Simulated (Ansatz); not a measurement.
Isomers of CH6GaN, B3LYP-D3(BJ)/def2-TZVP minima from an xTB search, which can miss the lowest.
Isomer 1, SMILES [CH3][GaH][NH2] (charge 0, multiplicity 1, Z-matrix in Å and degrees):
```
Ga
N 1 1.8294
H 2 1.0068 1 124.11
H 2 1.0070 3 111.72 1 -180.00
H 1 1.5668 2 115.42 3 0.01
C 1 1.9743 5 126.84 2 179.99
H 6 1.0901 1 111.39 5 179.85
H 6 1.0916 7 108.58 1 121.80
H 6 1.0916 7 108.57 8 116.43
```
Isomer 2, SMILES C[NH][GaH2] (charge 0, multiplicity 1):
```
atom    x (Å)    y (Å)    z (Å)
----  -------  -------  -------
C     -1.2755   0.1582   0.1419
N     -0.0159  -0.5642   0.1384
Ga     1.6673   0.1157  -0.0492
H     -1.9381  -0.1609  -0.6707
H     -1.8211   0.0346   1.0843
H     -1.0879   1.2249   0.0105
H     -0.1316  -1.5595   0.2569
H      2.8406  -0.9139  -0.0128
H      1.7623   1.6650  -0.2279
```

Correlated levels freeze the cores. Filled d and f shells under p-block atoms count as core. MP2 and its Hartree–Fock in cc-pVQZ are density fitted.

The values were computed with Ansatz (Gaussian basis) for Hartree–Fock, density functionals and correlated methods. 

The energy of isomer 2 above isomer 1 is E(isomer 2) − E(isomer 1). Total energies (hartree):

```
level                 isomer 2       isomer 1
---------------  -------------  -------------
HF/cc-pVTZ       -2019.1256864  -2019.1504920
MP2/cc-pVTZ      -2019.6053012  -2019.6338031
HF/cc-pVQZ       -2019.1363847  -2019.1614660
MP2/cc-pVQZ      -2019.6470894  -2019.6764246
CCSD(T)/cc-pVTZ  -2019.6572849  -2019.6842418
```

Q: Work out the energy of isomer 2 above isomer 1 at the basis-set limit: extrapolate the MP2 correlation part as X⁻³, take Hartree–Fock from the larger set, and add the CCSD(T) − MP2 difference of cc-pVTZ.

A: 
1. Differences (1 hartree = 627.509 kcal/mol): HF/cc-pVTZ 15.566; MP2/cc-pVTZ 17.885; HF/cc-pVQZ 15.739; MP2/cc-pVQZ 18.408; CCSD(T)/cc-pVTZ 16.916.
2. Correlation parts, MP2 less HF: 2.319 in cc-pVTZ (X = 3), 2.669 in cc-pVQZ (X = 4).
3. Limit (4³·(2.669) − 3³·(2.319))/(4³ − 3³) = 2.925; with HF/cc-pVQZ it gives 18.663.
4. CCSD(T) less MP2 in cc-pVTZ: -0.969.
Result: 17.69 kcal/mol, against 17.89 at MP2/cc-pVTZ. It is an estimate of this method's limit, not of the exact value.

Ansatz is a quantum-chemistry and plane-wave program.
